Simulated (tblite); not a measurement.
Isomers of C7H9OP. All values are computed: GFN2-xTB (tblite) harmonic vibrations without scaling, gas phase. Against measured fundamentals such values can be off by several per cent, at times by over 20. Modes of hydrogen on phosphorus can be 10 to 20 % off. One conformer each.

Electronic energies: GFN2-xTB at the same geometries; isomer energies are rough at this level and their order can be wrong.

```
                SMILES  electronic energy, lowest = 0 (kJ/mol)
   C[P@@H](=O)c1ccccc1                                     0.0
C=CC1=C[P@](C)(=O)C=C1                                   164.1
         COc1ccc(C)cp1                                   161.9
       c1coc(PC2CC2)c1                                   215.1
```

**Question.** How do GFN2-xTB zero-point energies change the relative energies?

**Answer.** 
```csv
SMILES,ZPE (kJ/mol),of it from modes above 1550 cm⁻¹,electronic (kJ/mol),"with ZPE, lowest = 0 (kJ/mol)",lowest mode (cm⁻¹),rings
C[P@@H](=O)c1ccccc1,362.3,178.7,0.0,0.0,47,1
COc1ccc(C)cp1,367.8,171.5,161.9,167.4,19i,1
C=CC1=C[P@](C)(=O)C=C1,359.5,194.4,164.1,161.4,42,1
c1coc(PC2CC2)c1,364.5,171.7,215.1,217.2,18i,2
```

The zero-point energies span 8.3 kJ/mol, from `C=CC1=C[P@](C)(=O)C=C1` to `COc1ccc(C)cp1`. Slightly imaginary modes are left out of the zero-point energy: `COc1ccc(C)cp1` 19.2i cm⁻¹ and `c1coc(PC2CC2)c1` 17.7i cm⁻¹. The lowest isomer stays, but the order above it changes.
